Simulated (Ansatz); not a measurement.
The same path of BFH3NO + BrH (9 atoms, charge 0, multiplicity 1) was run twice with different band settings. Lost on the way: Br8–H9. Made: B1–Br8, N2–H9.

Level of theory: RKS PBE-D4/def2-SVP (Ansatz 0.2.0).

Relaxed end points:

```xyz
9
Properties=species:S:1:pos:R:3
B 0.136 -0.448 0.196
N 0.192 -0.023 1.593
H -0.623 -0.219 2.181
H 1.061 -0.215 2.102
F 1.241 -0.986 -0.341
O -0.949 -0.264 -0.592
H -1.584 0.381 -0.216
Br -1.357 2.679 1.093
H -0.368 1.582 1.427
```

```xyz
9
Properties=species:S:1:pos:R:3
B -0.166 0.332 0.242
N 0.004 0.095 1.858
H -0.110 -0.904 2.091
H 0.931 0.419 2.167
F 0.938 -0.257 -0.349
O -1.433 -0.204 -0.042
H -1.676 -0.037 -0.969
Br -0.028 2.400 0.093
H -0.712 0.643 2.355
```

Common settings: climbing image yes; spring 5.0 eV/Å²; optimiser quadratic models (default); start path through a guess of the saddle point; force threshold 0.03 eV/Å; iteration limit 60; end points relaxed.

| run | movable images |
| --- | --- |
| 1 | 5 |
| 2 | 1 |

Problem. What does each run give, and how far can it be trusted?

Solution. Run 1: converged after 38 iterations, highest image 0.341 eV above the first end. A vibrational analysis at the climbing image gives one clearly imaginary mode, 224i cm⁻¹: a first-order saddle point.
Run 2: converged after 54 iterations, highest image 0.341 eV above the first end. Another band between the same ends (5 images) ends at a top of the same energy, where a vibrational analysis finds 1 clearly imaginary mode. So few images can step over the top or miss a turn of the path.
The orbitals stay closed-shell, which can raise the energy where a bond breaks towards radicals; this wasn't checked here.
